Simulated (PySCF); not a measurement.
Cl₃H₃Si₂, SMILES [SiH3][Si](Cl)(Cl)Cl.

The structure is a stationary point at B3LYP-D3(BJ)/def2-SVP.

The numbers are results of PySCF 2.14.0 with TDA-PBE/def2-SVPD, not measurements.

Vertical excitations; the highest root listed may be one member of a degenerate set. Gas-phase values at a fixed geometry. State labels are in the subgroup Cs.

Computed UV-visible absorptions:
```csv
state,symmetry,energy (eV),λ (nm),f,main pairs
S1,A',6.13,202,0.101,HOMO→LUMO 93 %
S2,A",6.37,195,0.000,HOMO−1→LUMO 98 %
S3,A',6.41,193,0.016,"HOMO→LUMO+1, HOMO−1→LUMO+2 (degenerate set)"
S4,A",6.41,193,0.016,"HOMO→LUMO+2, HOMO−1→LUMO+1 (degenerate set)"
S5,A',6.55,189,0.007,"HOMO−1→LUMO+2, HOMO−2→LUMO (degenerate set)"
S6,A",6.55,189,0.007,"HOMO−1→LUMO+1, HOMO−3→LUMO (degenerate set)"
S7,A",6.80,182,0.000,"HOMO−3→LUMO+1 49 %, HOMO−2→LUMO+2 49 %"
S8,A",6.81,182,0.038,"HOMO−3→LUMO, HOMO−1→LUMO+1 (degenerate set)"
S9,A',6.81,182,0.038,"HOMO−2→LUMO, HOMO−1→LUMO+2 (degenerate set)"
S10,A',6.86,181,0.001,"HOMO−2→LUMO+1 42 %, HOMO−3→LUMO+2 42 %, HOMO−2→LUMO 14 %"
T1,A',5.61,221,0,HOMO→LUMO 99 %
T2,A",5.68,218,0,HOMO→LUMO+2 (degenerate set)
T3,A',5.68,218,0,HOMO→LUMO+1 (degenerate set)
T4,A",6.10,203,0,HOMO−1→LUMO 98 %
```
Triplets are in the Tamm–Dancoff approximation.
